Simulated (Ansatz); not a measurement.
`CO[Si]F` → `[CH2]` (triplet) + `O[Si]F` at 298.15 K and 1 bar (formal loss of a carbene).

Program: Ansatz. Geometries: PBE0-D4/def2-TZVP. ΔE: electronic, gas phase. CCSD(T)/CBS is the MP2 limit (def2-TZVPP, def2-QZVPP) plus CCSD(T) − MP2 in def2-TZVPP, frozen cores. This one scheme is used for every species. Triplets are unrestricted, without spin–orbit coupling. One conformer a species, not always the lowest.

| species | CCSD(T)/CBS energy (Eh) | H − E (kJ/mol) | S (J/(mol·K)) |
| --- | --- | --- | --- |
| `CO[Si]F` | -503.96814 | 134.5 | 307.8 |
| `[CH2]` (triplet) | -39.09499 | 55.4 | 195.3 |
| `O[Si]F` | -464.72778 | 54.9 | 266.8 |

H − E and S are ideal-gas, rigid-rotor, harmonic terms from PBE0-D4/def2-TZVP, for one conformer and one mirror image of each species, with the whole ground term of open shells counted as degenerate. 1 Eh = 2625.50 kJ/mol, R = 8.31446 J/(mol·K).

Question: By hand: ΔE, ΔH, ΔS and ΔG.

Answer: ΔE = (-39.09499) + (-464.72778) − (-503.96814) = 0.14537 Eh = 381.7 kJ/mol. Δ(H − E) = 55.4 + 54.9 − 134.5 = -24.2, so ΔH = 357.5 kJ/mol. ΔS = 195.3 + 266.8 − 307.8 = 154.3 J/(mol·K). ΔG = 357.5 − 298.15 × (154.3)/1000 = 311.5 kJ/mol.

Question: By hand: the equilibrium constant, and the temperature at which ΔG would vanish if ΔH and ΔS stayed fixed.

Answer: log₁₀ K = −ΔG/(RT ln 10) = -54.6. ΔG = 0 at ΔH/ΔS = 2317 K.

The number of gas molecules changes by +1, which sets the sign of ΔS. A doubt of 5 kJ/mol in ΔE shifts log₁₀ K by 0.9 here. Other conformers and mirror images would add mixing entropy, several J/(mol·K) or more a flexible species. A triplet takes part, so the spin changes. These are equilibria of isolated gas molecules and say nothing of rates. Largest T1 diagnostic: 0.015 (customary marks: 0.02 for closed shells, 0.045 for open ones).
